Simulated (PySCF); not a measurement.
Another site gives an ion 46588.00 eV lower (`O=[CH][GeH3]`) at the level PBE-D3(BJ)/def2-TZVP // TPSSh-D3(BJ)/def2-TZVP (PySCF).

Excitations are Tamm–Dancoff values on a coarser integration grid. The basis has no diffuse functions, so Rydberg states are missing or too high.

Z-matrix (Å, degrees):
```
O
C 1 1.3409
O 2 1.2046 1 123.99
H 2 1.0973 3 124.68 1 179.91
Si 1 1.7062 2 116.70 4 179.88
H 5 1.4746 1 110.18 2 -61.52
H 5 1.4746 6 111.77 1 -122.82
H 5 1.4748 6 110.90 7 -124.33
```
Charge 0, spin multiplicity 1.

Question: What is the computed S1 oscillator strength, S1 excitation (TDA), HOMO–LUMO gap, LUMO, total energy, HOMO, dipole moment and T1 excitation (TDA) (PBE-D3(BJ)/def2-TZVP // TPSSh-D3(BJ)/def2-TZVP run with PySCF)?

Answer: 
```yaml
S1 oscillator strength: 0.001
S1 excitation (TDA): 5.57 eV
HOMO–LUMO gap: 5.35 eV
LUMO: -1.62 eV
total_energy: -480.2229 Ha
HOMO: -6.98 eV
dipole_moment: 1.44 D
T1 excitation (TDA): 5.00 eV
```
